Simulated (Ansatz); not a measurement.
Born–Oppenheimer molecular dynamics of AlH₇O₄ (12 atoms, charge 0, multiplicity 1). It starts at the highest image of a converged band, a first-order saddle point between two minima.

Method: RKS PBE0-D4/def2-SVP in Ansatz 0.2.0.

```
ensemble                      : NVE (velocity Verlet)
time step                     : 0.5 fs
steps asked                   : 200
starting velocities drawn for : 100 K
seed                          : 11094
```

First frame:

```xyz
12
Properties=species:S:1:pos:R:3
Al -0.031 -0.356 -0.085
H 0.887 -0.713 -1.593
O 0.440 -1.551 1.057
O -1.611 -0.172 -0.827
H -0.384 1.922 0.958
O -0.869 1.097 1.087
H 1.484 0.090 -1.068
O 1.499 0.820 -0.167
H -0.150 -2.237 1.369
H -1.800 -0.564 -1.682
H -1.655 1.126 0.501
H 2.190 0.539 0.450
```

Problem. How far do the bonds stretch over the last three quarters of this one trajectory? (Pairs bonded in most of those frames.)

Solution. 
```tsv
bond	mean (Å)	spread (Å)	shortest	longest
Al1–O3	1.718	0.033	1.67	1.78
Al1–O4	1.734	0.041	1.66	1.79
Al1–O6	2.003	0.053	1.94	2.09
Al1–O8	1.738	0.050	1.66	1.86
H2–H7	0.765	0.023	0.73	0.82
O3–H9	0.958	0.007	0.95	0.97
O4–H10	0.958	0.009	0.94	0.97
H5–O6	0.973	0.004	0.96	0.98
O6–H11	0.975	0.005	0.97	0.98
O8–H12	0.960	0.009	0.95	0.98
```

Mean temperature of the second half: 675 K. The conserved energy stayed within 0.053 meV per atom of its start (net change -0.014 meV per atom), so the integration is sound. The system heated up, since it started high on the potential surface and ran downhill. A run of 0.1 ps of so small a system gives no equilibrium averages. The orbitals stay closed-shell, which can raise the energy where a bond breaks towards radicals; this wasn't checked here.

Run time: 8.9 min on 2 threads of Arm Neoverse V1 (shared host), peak memory 0.24 GiB.
